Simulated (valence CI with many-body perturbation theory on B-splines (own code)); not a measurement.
**E1 transitions of Os LXI**

Level of theory: valence CI with perturbative core correlation (CI+MBPT): six valence electrons over a frozen Dirac-Fock core [Ne], a basis of 9 s, 9 p, 8 d, 6 f, 3 g, 1 h functions for each j, with the one-electron correlation potential Σ1, the two-electron term Σ2, the three-electron term Σ3, Breit, model QED; selected CI, second order for the rest, scaled by the run's own slope (own B-spline code, finite nucleus).

No measured spectrum was set against this ion. As an estimate, large intervals hold to a few tenths of a per cent, small ones and those within an open d or f shell to about a per cent. Among the levels kept, up to 960 cm⁻¹ of a level comes from second order outside the variational space, and about a tenth of that is noise between levels of different J, which matters for small intervals.

Lines 1 to 50 of 121 in falling wavelength, among levels below 764.76 eV, chosen from the strongest by gf and those to the six lowest levels. Wavelengths and rates use the calculated energies. Electric multipoles are in the length gauge with retardation, E1 and E2 with the static RPA response of the core. Weak lines are less certain than strong ones. Lines between different terms over intervals too small for the method are left out, as are lines whose strength nearly cancels. The highest levels of a list are the least certain.

Levels are named by their leading jj configuration (3d3/2^4 stands for four electrons in 3d with j = 3/2), which in mixed levels can hold well under half, so a name can repeat and another be missing. Letters in brackets count levels of one name in rising energy.

```csv
λ vac (Å),Upper,Lower,A (s⁻¹),S (a.u.)
892.1,(3s^2 3p1/2 3p3/2^2 3d5/2) J=3 [a],(3s^2 3p1/2^2 3d5/2^2) J=4,3.79e+04,9.29e-05
457.5,(3s^2 3p1/2 3p3/2^2 3d5/2) J=4 [b],(3s^2 3p1/2^2 3d5/2^2) J=4,2.69e+05,1.14e-04
409.4,(3s^2 3p1/2 3p3/2^2 3d5/2) J=5,(3s^2 3p1/2^2 3d5/2^2) J=4,1.45e+05,5.39e-05
388.3,(3s^2 3p1/2 3p3/2^2 3d3/2) J=4,(3s^2 3p1/2^2 3d3/2 3d5/2) J=4,3.49e+05,9.08e-05
249.1,(3s^2 3p1/2 3p3/2^3) J=1,(3s^2 3p1/2^2 3p3/2 3d5/2) J=2,1.21e+06,2.77e-05
208.0,(3s^2 3p1/2 3p3/2^3) J=2,(3s^2 3p1/2^2 3p3/2 3d5/2) J=2,2.72e+06,6.03e-05
206.0,(3s^2 3p1/2 3p3/2^2 3d3/2) J=3 [b],(3s^2 3p1/2^2 3d3/2 3d5/2) J=4,1.12e+06,3.37e-05
170.0,(3s^2 3p1/2 3p3/2^2 3d3/2) J=2 [c],(3s^2 3p1/2^2 3d3/2 3d5/2) J=2,1.76e+06,2.13e-05
157.1,(3s^2 3p1/2 3p3/2^2 3d3/2) J=1 [b],(3s^2 3p1/2^2 3d3/2 3d5/2) J=2,2.39e+06,1.37e-05
146.9,(3s^2 3p1/2 3p3/2^2 3d3/2) J=2 [c],(3s^2 3p1/2^2 3d3/2 3d5/2) J=3,2.37e+06,1.85e-05
113.4,(3s^2 3p1/2 3p3/2^2 3d3/2) J=1 [a],(3s^2 3p1/2^2 3d3/2^2) J=0,6.69e+06,1.44e-05
111.3,(3s^2 3p1/2 3p3/2^2 3d5/2) J=3 [a],(3s^2 3p1/2^2 3d3/2 3d5/2) J=2,2.44e+06,1.16e-05
103.8,(3s^2 3p1/2 3p3/2^2 3d5/2) J=4 [b],(3s^2 3p1/2^2 3d3/2 3d5/2) J=4,1.34e+07,6.68e-05
101.1,(3s^2 3p1/2 3p3/2^2 3d5/2) J=5,(3s^2 3p1/2^2 3d3/2 3d5/2) J=4,4.65e+07,2.61e-04
100.9,(3s^2 3p1/2 3p3/2^2 3d5/2) J=3 [a],(3s^2 3p1/2^2 3d3/2 3d5/2) J=3,5.88e+06,2.09e-05
100.8,(3s^2 3p1/2 3p3/2^2 3d5/2) J=1,(3s^2 3p1/2^2 3d3/2 3d5/2) J=1,1.09e+07,1.65e-05
98.87,(3s^2 3p1/2 3p3/2^2 3d5/2) J=0,(3s^2 3p1/2^2 3d3/2 3d5/2) J=1,5.51e+07,2.63e-05
94.17,(3s^2 3p1/2 3p3/2^2 3d3/2) J=2 [a],(3s^2 3p1/2^2 3d3/2^2) J=2,8.41e+06,1.73e-05
94.17,(3s^2 3p1/2^2 3d3/2^2) J=2,(3s^2 3p1/2^2 3p3/2 3d5/2) J=3,7.15e+07,1.47e-04
91.11,(3s^2 3p1/2 3p3/2^2 3d5/2) J=4 [b],(3s^2 3p1/2^2 3d3/2 3d5/2) J=3,4.95e+07,1.66e-04
88.59,(3s^2 3p1/2 3p3/2^2 3d3/2) J=3 [a],(3s^2 3p1/2^2 3d3/2^2) J=2,5.91e+07,1.42e-04
86.72,(3s^2 3p1/2 3p3/2^3) J=1,(3s^2 3p1/2^2 3p3/2 3d3/2) J=0,1.37e+07,1.32e-05
86.58,(3s^2 3p1/2 3p3/2^3) J=1,(3s^2 3p1/2^2 3p3/2 3d3/2) J=1,1.81e+07,1.73e-05
82.07,(3s^2 3p1/2^2 3d3/2^2) J=2,(3s^2 3p1/2^2 3p3/2 3d5/2) J=2,4.63e+07,6.31e-05
81.51,(3s^2 3p1/2 3p3/2^3) J=1,(3s^2 3p1/2^2 3p3/2 3d3/2) J=2,1.73e+06,1.39e-06
81.26,(3s^2 3p1/2 3p3/2^3) J=2,(3s^2 3p1/2^2 3p3/2 3d3/2) J=3,4.06e+06,5.38e-06
81.01,(3s^2 3p1/2 3p3/2^3) J=2,(3s^2 3p1/2^2 3p3/2 3d3/2) J=1,9.83e+07,1.29e-04
80.47,(3s^2 3p1/2 3p3/2^2 3d5/2) J=3 [b],(3s^2 3p1/2^2 3d3/2 3d5/2) J=2,1.19e+07,2.14e-05
76.56,(3s^2 3p1/2 3p3/2^3) J=2,(3s^2 3p1/2^2 3p3/2 3d3/2) J=2,6.67e+07,7.38e-05
75.25,(3s^2 3p1/2 3p3/2^2 3d3/2) J=1 [b],(3s^2 3p1/2^2 3d3/2^2) J=0,8.03e+07,5.07e-05
74.89,(3s^2 3p1/2 3p3/2^2 3d5/2) J=3 [b],(3s^2 3p1/2^2 3d3/2 3d5/2) J=3,6.65e+06,9.66e-06
70.25,(3s^2 3p1/2 3p3/2^2 3d3/2) J=3 [b],(3s^2 3p1/2^2 3d3/2^2) J=2,1.06e+08,1.27e-04
68.12,(3s 3p1/2^2 3p3/2^3) J=2,(3s^2 3p1/2 3p3/2^3) J=2,1.27e+10,9.93e-03
67.36,(3s^2 3p1/2 3p3/2^2 3d3/2) J=2 [c],(3s^2 3p1/2^2 3d3/2^2) J=2,7.40e+07,5.58e-05
65.24,(3s^2 3p1/2 3p3/2^2 3d3/2) J=1 [b],(3s^2 3p1/2^2 3d3/2^2) J=2,1.93e+07,7.92e-06
64.62,(3s 3p1/2^2 3p3/2^3) J=2,(3s^2 3p1/2 3p3/2^3) J=1,1.80e+10,1.20e-02
61.03,(3s 3p1/2^2 3p3/2^3) J=1,(3s^2 3p1/2 3p3/2^3) J=2,3.17e+10,1.07e-02
58.21,(3s 3p1/2^2 3p3/2^3) J=1,(3s^2 3p1/2 3p3/2^3) J=1,9.88e+09,2.89e-03
55.57,(3s^2 3p1/2 3p3/2^2 3d3/2) J=2 [a],(3s^2 3p1/2 3p3/2^3) J=2,2.61e+09,1.11e-03
54.84,(3s^2 3p1/2 3p3/2^2 3d3/2) J=1 [a],(3s^2 3p1/2 3p3/2^3) J=2,2.38e+10,5.81e-03
53.68,(3s^2 3p1/2^2 3d3/2 3d5/2) J=2,(3s^2 3p1/2^2 3p3/2 3d5/2) J=1,8.22e+09,3.14e-03
53.60,(3s^2 3p1/2^2 3d3/2 3d5/2) J=3,(3s^2 3p1/2^2 3p3/2 3d5/2) J=3,4.70e+09,2.50e-03
53.58,(3s^2 3p1/2 3p3/2^2 3d3/2) J=3 [a],(3s^2 3p1/2 3p3/2^3) J=2,2.71e+09,1.44e-03
53.57,(3s^2 3p1/2^2 3p3/2 3d3/2) J=1,(3s^2 3p1/2^2 3p3/2^2) J=0,5.77e+09,1.31e-03
53.23,(3s^2 3p1/2 3p3/2^2 3d3/2) J=2 [a],(3s^2 3p1/2 3p3/2^3) J=1,8.52e+08,3.17e-04
52.88,(3s^2 3p1/2 3p3/2^2 3d3/2) J=0,(3s^2 3p1/2 3p3/2^3) J=1,1.53e+10,1.12e-03
52.56,(3s^2 3p1/2 3p3/2^2 3d3/2) J=1 [a],(3s^2 3p1/2 3p3/2^3) J=1,2.80e+08,6.01e-05
52.52,(3s^2 3p1/2^2 3d3/2 3d5/2) J=1,(3s^2 3p1/2^2 3p3/2 3d5/2) J=1,2.82e+09,6.04e-04
51.07,(3s^2 3p1/2^2 3d3/2 3d5/2) J=2,(3s^2 3p1/2^2 3p3/2 3d5/2) J=3,5.78e+09,1.90e-03
51.02,(3s^2 3p1/2^2 3p3/2 3d3/2) J=2,(3s^2 3p1/2^2 3p3/2^2) J=2,9.64e+09,3.16e-03
```
